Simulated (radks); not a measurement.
Results of a calculation; reference values are marked as such.
The zirconium ion Zr3+, configuration [Kr] 5s0.5 5p0.5 (fractional occupations, a model configuration). Level of theory: non-relativistic Kohn-Sham, SCAN, spin-polarised, spherical densities, point nucleus; open shells are filled with parallel spins first (spin-orbit coupling, left out, can overturn this in heavy ions); meta-GGA in the generalised Kohn-Sham scheme; relativity is left out, which matters for an element this heavy (a radial shooting solver on a logarithmic mesh with Libxc functionals).

Normalised radial functions P(r) = r R(r), r in bohr:

```
   r/bohr * 3d down, o 5s up, + 5p up (the largest magnitude, 1.5, reaches the edge; | marks zero, & curves that meet)
 0.006047                             &o
 0.006984                             &o
 0.008066                             &o
 0.009241                             &o
  0.01067                             &o
  0.01232                             &o
  0.01423                             &o
  0.01644                             & o
  0.01898                             & o
  0.02192                             *+o
  0.02532                             *&
  0.02924                             *&
   0.0335                             |&
  0.03869                             |&
  0.04468                             o*+
   0.0516                             o &
   0.0596                            o| &
  0.06883                            o| +*
  0.07949                           o | +  *
   0.0918                           o | +   *
    0.106                          o  | +     *
   0.1215                          o  | +       *
   0.1403                           o |+           *
    0.162                            o+               *
   0.1871                            +o                  *
   0.2161                           + |o                    *
   0.2495                          +  | o                     *
   0.2882                          +  |  o                      *
   0.3328                         +   |   o                      *
   0.3844                          +  |   o                      *
   0.4404                          +  |  o                     *
   0.5086                            +|o                     *
   0.5873                            o|+                  *
   0.6783                         o   |  +            *
   0.7834                       o     |    +      *
   0.9047                      o      |     + *
    1.045                       o     |    *+
    1.207                         o   |  * +
    1.394                            o| *+
    1.597                             +* o
    1.844                         +   *      o
    2.129                      +      *         o
    2.459                   +         *           o
     2.84                 +           *            o
     3.28                 +           *          o
    3.788                   +         *        o
    4.375                     +       *     o
    5.052                        +    *   o
    5.788                          +  * o
    6.685                            +*o
     7.72                            +&
    8.916                             &
     10.3                             &
```

3d down: eigenvalue -213.35 eV, 0 radial nodes, <r> = 0.451 bohr, 90 % of the charge inside 0.724 bohr. 5s up: eigenvalue -26.241 eV, 4 radial nodes at r = 0.0493, 0.195, 0.545, 1.45 bohr, <r> = 2.95 bohr, 90 % of the charge inside 4.17 bohr. 5p up: eigenvalue -21.043 eV, 3 radial nodes at r = 0.172, 0.553, 1.60 bohr, <r> = 3.30 bohr, 90 % of the charge inside 4.66 bohr.
